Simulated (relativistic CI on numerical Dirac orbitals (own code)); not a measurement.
**In IX: q coefficients and field-shift factors**

Calculated at this level of theory: Dirac-Coulomb-Breit CI, orbitals from a KLI potential per configuration, derivatives by finite differences, unscaled Slater integrals, QED left out (own radial code, finite nucleus).

CI space (outside the closed core [Ar] 3d10): 4s2.4p6.4d5, 4s2.4p5.4d6, 4s2.4p6.4d4.5s, 4s2.4p6.4d4.5p, 4s2.4p4.4d7, 4s2.4p6.4d3.5s2, 4s.4p6.4d6, 4p6.4d7. Levels of other configurations are missing.

With x = (α/α₀)² − 1 an excitation energy changes as ω = ω₀ + qx; K = 2q/ω₀ is the relative enhancement. Terms are leading LS components, so labels can repeat. The field-shift factor is F = δν/δ⟨r²⟩ for the transition from the lowest level.

Lowest level 4s2.4p6.4d5 6S_5/2.

| Level | ω₀ (cm⁻¹) | q (cm⁻¹) | K | F (GHz/fm²) |
| --- | --- | --- | --- | --- |
| 4s2.4p6.4d5 4P_5/2 | 36745.7 | -7976 | -0.434 | -0.0225 |
| 4s2.4p6.4d5 4P_3/2 | 39975.4 | -2877 | -0.144 | 0.0157 |
| 4s2.4p6.4d5 4G_5/2 | 40009.0 | -1039 | -0.0519 | 0.0653 |
| 4s2.4p6.4d5 4G_7/2 | 40067.3 | -1497 | -0.0747 | 0.0812 |
| 4s2.4p6.4d5 4G_11/2 | 40766.6 | -8.226 | -0.000404 | 0.102 |
| 4s2.4p6.4d5 4G_9/2 | 41176.9 | 793 | 0.0385 | 0.11 |
| 4s2.4p6.4d5 4P_1/2 | 41882.9 | -236.5 | -0.0113 | 0.0445 |
| 4s2.4p6.4d5 4D_7/2 | 47186.8 | 995.8 | 0.0422 | 0.0787 |
| 4s2.4p6.4d5 4D_1/2 | 49649.9 | 4381 | 0.176 | 0.114 |
| 4s2.4p6.4d5 4D_5/2 | 49773.1 | 2507 | 0.101 | 0.102 |
| 4s2.4p6.4d5 4D_3/2 | 50599.0 | 5234 | 0.207 | 0.125 |
| 4s2.4p6.4d5 2D_5/2 | 58209.7 | 3164 | 0.109 | 0.121 |
| 4s2.4p6.4d5 2I_11/2 | 58989.9 | -1410 | -0.0478 | 0.169 |

At this charge configurations can still be misplaced by up to about 7 % of their energy. Terms inside the open d or f shell come out 10 to 20 % too wide with unscaled integrals.
